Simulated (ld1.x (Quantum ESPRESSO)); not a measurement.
# Ni (Z = 28): variants of one RRKJ potential

Base potential:

nickel, norm-conserving RRKJ (Kleinman–Bylander form), made with ld1.x (Quantum ESPRESSO) 7.5 (PBEsol, scalar-relativistic). Core [Ne], reference 3s2 3p6 3d7 4s0 4p0 (charge +3). Waves: 3s (bound): rc 1.20 bohr; 3p (bound): rc 0.75 bohr; 3d (bound): rc 0.85 bohr. Local part: all-electron potential smoothed inside 0.95 bohr (lloc = -1). Core correction: Bessel-smoothed model core inside 0.40 bohr. rho0 = 0.001.

All-electron outer shells of the reference configuration (PBEsol, scalar-relativistic, ld1.x):

| shell | level (eV) | outermost node (bohr) | outermost maximum (bohr) |
| --- | --- | --- | --- |
| 2p | -884.48 | – | 0.16 |
| 3s | -150.25 | 0.30 | 0.64 |
| 3p | -110.53 | 0.27 | 0.65 |
| 3d | -47.03 | – | 0.62 |
| 4s | -33.20 | 0.90 | 1.88 |
| 4p | -25.17 | 0.96 | 2.15 |

Cutoffs, loose and tight: the cutoffs (Ry, on a coarse ladder) from which the occupation-weighted sum of valence levels, in a spherical-Bessel basis at the reference potential, stays within 10 and 1 mRy of its value at 400 Ry. They do not see the model core or the augmentation charge, which bear on the density cutoff. Test errors are all-electron minus pseudo excitation energies from the reference, over the configurations 3s2 3p6 3d8 4s2 4p0; 3s2 3p6 3d8 4s1 4p0; 3s2 3p6 3d8 4s0 4p0; 3s2 3p6 3d8 4s0 4p1; 3s2 3p6 3d6 4s0 4p0; 3s2 3p6 3d8.5 4s1.5 4p0; 3s2 3p6 3d8 4s0 4p2. A dash means not determined; rows that change the core or the reference have their own tests. The largest error is taken over the tests solved by every variant that gives reliable tests at all: 3s2 3p6 3d6 4s0 4p0; 3s2 3p6 3d8 4s0 4p0; 3s2 3p6 3d8 4s0 4p1; 3s2 3p6 3d8 4s0 4p2.

A true bound ghost makes a file unfit for plane-wave use even where its test errors are small: the radial tests pick states by their node count and pass the ghost by. Where a test does run into it, the solver fails or the error is huge.

```tsv
change	outcome	cutoff, loose	cutoff, tight	bound ghosts	largest test error (meV)
base	generated	260 Ry	over 300 Ry	none	-21
all radii but the core radius scaled by about 0.74 (s 0.88, p 0.56, d 0.62 bohr); local potential all-electron potential smoothed inside 0.70 bohr (lloc = -1)	generated	over 300 Ry	over 300 Ry	none	+30
all radii but the core radius scaled by about 0.83 (s 1.00, p 0.62, d 0.70 bohr); local potential all-electron potential smoothed inside 0.80 bohr (lloc = -1)	generated	over 300 Ry	over 300 Ry	none	+19
all radii but the core radius scaled by about 1.05 (s 1.26, p 0.78, d 0.90 bohr); local potential all-electron potential smoothed inside 1.00 bohr (lloc = -1)	generated	230 Ry	over 300 Ry	none	+155
all radii but the core radius scaled by about 1.27 (s 1.52, p 0.96, d 1.08 bohr); local potential all-electron potential smoothed inside 1.20 bohr (lloc = -1)	generated	160 Ry	230 Ry	s	-58
all radii but the core radius scaled by about 1.36 (s 1.62, p 1.02, d 1.16 bohr); local potential all-electron potential smoothed inside 1.28 bohr (lloc = -1)	generated	140 Ry	200 Ry	s	no test is counted, since the test run did not reproduce the reference configuration
```

What comes out with this change to the base: all radii but the core radius scaled by about 0.96 (s 1.16, p 0.72, d 0.82 bohr); local potential all-electron potential smoothed inside 0.92 bohr (lloc = -1)?

outcome: generated; cutoff, loose: 260 Ry; cutoff, tight: over 300 Ry; bound ghosts: none; largest test error (meV): -7.0.

What comes out with this change to the base: all radii but the core radius scaled by about 1.22 (s 1.46, p 0.92, d 1.04 bohr); local potential all-electron potential smoothed inside 1.16 bohr (lloc = -1)?

outcome: generated; cutoff, loose: 160 Ry; cutoff, tight: 260 Ry; bound ghosts: s; largest test error (meV): -33.

What comes out with this change to the base: all radii but the core radius scaled by about 1.10 (s 1.32, p 0.82, d 0.94 bohr); local potential all-electron potential smoothed inside 1.04 bohr (lloc = -1)?

outcome: generated; cutoff, loose: 230 Ry; cutoff, tight: over 300 Ry; bound ghosts: none; largest test error (meV): +8.5.

Reading the sweep of the scale of all radii but the core radius (base = 1) (base included, trends over the rows without a ghost): The loose cutoff stays near 230 Ry. The median size of the test errors (rows with all tests solved) is not monotonic: lowest 7.0 meV at 0.96, highest 29.6 meV at 0.74. Bound ghosts are found at 1.22, 1.27, 1.36.
